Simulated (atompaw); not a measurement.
## W (Z = 74): one change to a PAW (atompaw) potential, before and after

```
Element                 : tungsten (W)
Generator               : atompaw 4.2.0.5
Type                    : PAW
Functional              : PBE
Relativity              : scalar-relativistic
Frozen core             : [Xe] 4f14
Valence charge          : 6
Reference configuration : 5d4 6s2 6p0
Partial waves           : 6s (bound): rc 3.00 bohr; 6s channel at 1.85 Ry: rc 2.30 bohr; 6p (bound, empty): rc 3.00 bohr; 6p channel at 0.5 Ry: rc 3.00 bohr; 5d (bound): rc 2.05 bohr; 5d channel at 0.05 Ry: rc 2.05 bohr
Local potential         : troulliermartins scheme with l = 3 at 0 Ry, radius 2.65 bohr
Core correction         : smooth core density matched at 2.00 bohr
Augmentation charge     : sinc compensation charge, radius 2.35 bohr; PAW radius 3.00 bohr; waves and projectors: custom rrkj vanderbiltortho
```

Change: augmentation sinc compensation charge, radius 2.35 bohr; PAW radius 3.00 bohr; waves and projectors: custom polynom2 7 10 vanderbiltortho.

Cutoffs: the cutoffs (Ry, on a coarse ladder) from which the occupation-weighted sum of valence levels, in a spherical-Bessel basis at the reference potential, stays within 10 and 1 mRy of its value at 400 Ry; they do not see the model core or the augmentation charge, which bear on the density cutoff.

**Question.** What does the change do?

**Answer.** The potential gets softer (25 Ry and 35 Ry → 21 Ry and 25 Ry); the bound ghost in s disappears; the range in which the d phases agree narrows (upper end at the end of the scan → 2.0).

| quantity | base | changed |
| --- | --- | --- |
| cutoff, loose | 25 Ry | 21 Ry |
| cutoff, tight | 35 Ry | 25 Ry |
| bound ghosts | s | none |
| s: phases at 3.01 bohr within 0.05 rad from the reference energy up to (Ry; the scan ends near 5) | 3.6 | 3.6 |
| p: phases at 3.01 bohr within 0.05 rad from the reference energy up to (Ry; the scan ends near 5) | 0.8 | 1.7 |
| d: phases at 3.01 bohr within 0.05 rad from the reference energy up to (Ry; the scan ends near 5) | to the end of the scan | 2.0 |
| lowest overlap eigenvalue by channel | s 0.35, p 0.52, d 0.95 | s 0.76, p 0.92, d 0.99 |

 A true bound ghost makes a file unfit for plane-wave use even where its test errors are small: the radial tests pick states by their node count and pass the ghost by. The cutoffs see the waves, projectors and local potential, not the compensation charge or the core.
